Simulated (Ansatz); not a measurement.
Cost and result for the atomization energy of C4H6Si, SMILES `C#CC(=C)[SiH3]` (11 atoms, 10 bonds).

Cartesian coordinates in Å:
```
C -1.1433 -1.2605 1.8980
C -0.7939 -0.6691 0.9090
C -0.2919 0.0322 -0.2173
C -1.0655 0.3534 -1.2615
Si 1.5276 0.4947 -0.1768
H -1.4715 -1.7842 2.7643
H -0.6615 0.8898 -2.1127
H -2.1180 0.0899 -1.2940
H 2.3620 -0.7293 -0.0695
H 1.8063 1.3641 0.9945
H 1.8497 1.2190 -1.4339
```

Charge 0, multiplicity 1. The geometry is a stationary point of PBE0-D4/def2-TZVP. Program: Ansatz. All runs use 4 threads of an Intel Xeon 6975P-C on a shared host. Times are those of one run each, without the atoms' runs, and a repeat can differ threefold. Electronic energies, without spin–orbit coupling; frozen cores. CCSD(T)/CBS adds CCSD(T) − MP2 in def2-TZVPP to the MP2 limit, and its time is that of the two runs behind it. T1 = 0.013; the RHF reference is unstable towards UHF. B3LYP takes the VWN-RPA correlation (the form of Gaussian; ORCA's B3LYP/G).

CCSD(T)/CBS is a level of theory with its own doubt, some kJ/mol a heavy atom from the limit and from the frozen cores, so smaller differences don't rank the functionals.

```tsv
level	functions	wall time	atomization (kcal/mol)	difference from CCSD(T)/CBS	per bond
PBE-D4/def2-TZVPP (with forces)	250	1.4 s	1088.2	26.5	2.6
PBE0-D4/def2-TZVPP	250	1.5 s	1069.0	7.3	0.7
r2SCAN-D4/def2-TZVPP (with forces)	250	2 s	1066.0	4.3	0.4
B3LYP-D4/def2-TZVPP (with forces)	250	2.5 s	1065.6	3.9	0.4
B2PLYP/def2-TZVPP	250	3.2 s	1055.5	-6.2	-0.6
ωB97X-V/def2-TZVPP	250	3.5 s	1062.1	0.4	0.0
ωB97M-V/def2-TZVPP (with forces)	250	5 s	1064.6	2.9	0.3
MP2/def2-QZVPP	478	13 s	1070.7	9.0	0.9
CCSD(T)/def2-TZVPP	250	32 s	1036.0	-25.7	-2.6
CCSD(T)/CBS(def2)	–	45 s	1061.7	0.0	0.0
```

The D4 term adds +9.0 kcal/mol with B3LYP and +4.7 kcal/mol with PBE0; it sums over pairs of atoms, weighted by their polarisabilities, and B3LYP, whose exchange is more repulsive, gets the larger term. From PBE to PBE0 (25 % exact exchange), in def2-TZVPP and without D4, the atomization energy moves by −18.3 kcal/mol: exact exchange takes away binding that semilocal exchange gives to molecules. In def2-TZVPP, CCSD(T) changes the Hartree–Fock value by +247.0 kcal/mol (the triples alone add +17.8 kcal/mol) and MP2 by +266.4 kcal/mol; breaking electron pairs costs correlation energy, which Hartree–Fock lacks.
